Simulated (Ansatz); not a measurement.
The inner images of a band of C2H9NSiTe (14 atoms, charge 0, multiplicity 1) are given out of order.

The calculation used RKS BLYP-D4/def2-SVP in Ansatz 0.2.0.

First end point:

```xyz
14
Properties=species:S:1:pos:R:3
C -0.950 0.833 0.664
C 0.164 0.223 -0.203
N 1.405 0.984 -0.258
Si 0.541 -1.609 0.222
Te -0.504 0.186 -2.394
H -1.184 1.870 0.343
H -0.611 0.873 1.724
H -1.889 0.245 0.629
H 1.221 1.995 -0.334
H 1.975 0.837 0.587
H 1.551 -2.187 -0.716
H -0.728 -2.403 0.199
H 1.107 -1.651 1.623
H -2.110 -0.225 -2.056
```

Last end point:

```xyz
14
Properties=species:S:1:pos:R:3
C -0.859 0.843 0.881
C 0.178 0.259 -0.081
N 1.389 1.003 -0.049
Si 0.509 -1.612 0.162
Te -0.791 0.361 -2.287
H -1.071 1.907 0.646
H -0.467 0.790 1.920
H -1.817 0.292 0.836
H 2.128 0.661 -0.672
H 1.267 2.016 -0.177
H 1.585 -2.039 -0.789
H -0.748 -2.389 -0.069
H 0.985 -1.857 1.570
H -2.302 -0.266 -1.864
```

Put them in order from the first end to the last, with their energies above the first end.
A.
```xyz
14
Properties=species:S:1:pos:R:3
C -0.845 0.751 0.884
C 0.159 0.222 -0.150
N 1.436 0.927 -0.038
Si 0.511 -1.656 0.025
Te -0.753 0.554 -2.266
H -1.057 1.827 0.710
H -0.419 0.640 1.907
H -1.804 0.202 0.855
H 1.837 1.239 -0.927
H 1.360 1.746 0.575
H 1.500 -2.097 -1.007
H -0.753 -2.458 -0.104
H 1.087 -1.891 1.396
H -2.272 -0.035 -1.832
```
B.
```xyz
14
Properties=species:S:1:pos:R:3
C -0.871 0.778 0.821
C 0.149 0.206 -0.175
N 1.461 0.902 -0.116
Si 0.524 -1.658 0.079
Te -0.669 0.433 -2.301
H -1.079 1.849 0.616
H -0.462 0.696 1.855
H -1.830 0.226 0.803
H 1.625 1.522 -0.919
H 1.476 1.514 0.712
H 1.518 -2.124 -0.935
H -0.729 -2.485 -0.020
H 1.096 -1.837 1.461
H -2.221 -0.049 -1.851
```
C.
```xyz
14
Properties=species:S:1:pos:R:3
C -0.920 0.817 0.714
C 0.155 0.204 -0.201
N 1.427 0.942 -0.254
Si 0.543 -1.639 0.179
Te -0.533 0.240 -2.364
H -1.136 1.869 0.434
H -0.548 0.814 1.764
H -1.872 0.250 0.697
H 1.274 1.901 -0.601
H 1.796 1.046 0.705
H 1.549 -2.176 -0.786
H -0.717 -2.453 0.131
H 1.105 -1.729 1.577
H -2.136 -0.114 -1.965
```
D.
```xyz
14
Properties=species:S:1:pos:R:3
C -0.895 0.801 0.766
C 0.149 0.201 -0.190
N 1.454 0.910 -0.197
Si 0.535 -1.653 0.130
Te -0.593 0.326 -2.332
H -1.104 1.864 0.528
H -0.505 0.752 1.809
H -1.853 0.243 0.750
H 1.428 1.741 -0.805
H 1.622 1.280 0.751
H 1.535 -2.149 -0.863
H -0.718 -2.480 0.055
H 1.101 -1.789 1.520
H -2.170 -0.076 -1.892
```
E.
```xyz
14
Properties=species:S:1:pos:R:3
C -0.820 0.727 0.952
C 0.176 0.245 -0.107
N 1.410 0.965 0.010
Si 0.503 -1.643 -0.028
Te -0.829 0.636 -2.230
H -1.039 1.808 0.818
H -0.385 0.582 1.965
H -1.780 0.180 0.901
H 2.002 0.963 -0.827
H 1.289 1.931 0.334
H 1.487 -2.048 -1.081
H -0.779 -2.403 -0.196
H 1.081 -1.960 1.327
H -2.329 -0.013 -1.810
```

C (+3.1 kJ/mol), D (+12.6 kJ/mol), B (+18.6 kJ/mol), A (+9.3 kJ/mol), E (-8.1 kJ/mol).

Run time: 3.8 min on 2 threads of Arm Neoverse N1, with other jobs on the host, peak memory 0.19 GiB.
